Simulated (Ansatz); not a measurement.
`C=[N][GeH2][NH2]` + `O[B](O)[SbH2]` → `[NH2][GeH2][B](O)O` + `C=[N][SbH2]`  (redistribution)

Program: Ansatz. Geometries: PBE0-D4/def2-TZVP. ΔE: electronic, gas phase. CCSD(T)/CBS adds triple-zeta CCSD(T) − MP2 to the extrapolated MP2 energy (def2 sets, frozen cores). DFT in def2-TZVPP. B3LYP here is the variant with VWN-RPA as its local correlation; programs differ in this. Elements past krypton have def2 core potentials. For Ge, Sb outer-core shells are correlated without core-valence functions, which leaves a few kJ/mol of doubt a bond. Scalar relativity is left out up to krypton. Each species was taken in one conformer, which may not be the lowest.

`C=[N][GeH2][NH2]`:

Cartesian coordinates in Å:
```
C 1.042 1.585 0.662
N 0.109 0.784 0.925
Ge -0.700 -0.151 -0.481
N -0.567 -1.962 -0.263
H 1.536 2.138 1.471
H 1.426 1.795 -0.352
H 0.010 0.227 -1.801
H -2.190 0.211 -0.458
H 0.381 -2.313 -0.256
H -1.046 -2.315 0.554
```

`O[B](O)[SbH2]`:

Cartesian coordinates in Å:
```
O -0.968 -1.221 0.083
B 0.026 -0.311 0.265
O 0.503 0.090 1.474
Sb 1.053 0.495 -1.580
H -1.353 -1.589 0.885
H 0.083 -0.308 2.244
H -0.423 0.754 -2.395
H 1.078 2.090 -0.975
```

`[NH2][GeH2][B](O)O`:

Cartesian coordinates in Å:
```
N 0.546 -2.106 -0.359
Ge 0.277 -0.367 -0.941
B -0.395 0.969 0.520
O -0.160 2.314 0.516
O -1.118 0.455 1.547
H 1.277 -2.164 0.339
H -0.291 -2.495 0.058
H -0.737 -0.457 -2.100
H 1.626 0.100 -1.533
H 0.371 2.620 -0.221
H -1.395 1.132 2.175
```

`C=[N][SbH2]`:

Cartesian coordinates in Å:
```
C -0.613 -1.022 0.452
N 0.220 -0.215 0.938
Sb 1.402 0.939 -0.293
H -1.199 -1.655 1.130
H -0.825 -1.154 -0.620
H 0.562 2.372 0.110
H 0.452 0.734 -1.717
```

(1) Is it downhill or uphill in electronic energy at CCSD(T)/CBS, and by how much? (An estimate is asked.)

(2) What do these levels give: PBE-D4, B3LYP-D4, ωB97M-V, B2PLYP, PBE, HF/def2-TZVPP, MP2/def2-TZVPP, CCSD(T)/def2-TZVPP, MP2/def2-QZVPP, SCS-MP2/def2-QZVPP, HF/CBS(def2), MP2/CBS(def2)? (Best estimate.)

Largest T1 diagnostic among the species: 0.015.

Results:

(1) Computed: Uphill: ΔE = +35.2 kJ/mol.

(2) Ansatz gave: PBE-D4 26.2, B3LYP-D4 29.6, ωB97M-V 35.6, B2PLYP 33.7, PBE 26.1, HF/def2-TZVPP 46.1, MP2/def2-TZVPP 41.2, CCSD(T)/def2-TZVPP 36.3, MP2/def2-QZVPP 40.4, SCS-MP2/def2-QZVPP 37.2, HF/CBS(def2) 45.6, MP2/CBS(def2) 40.0 kJ/mol.

In def2-TZVPP, CCSD(T) changes the Hartree–Fock value by −9.8 kJ/mol (the triples alone add −1.5 kJ/mol) and MP2 by −4.9 kJ/mol. From PBE to PBE0 (25 % exact exchange), in def2-TZVPP and without D4, ΔE moves by +7.2 kJ/mol.
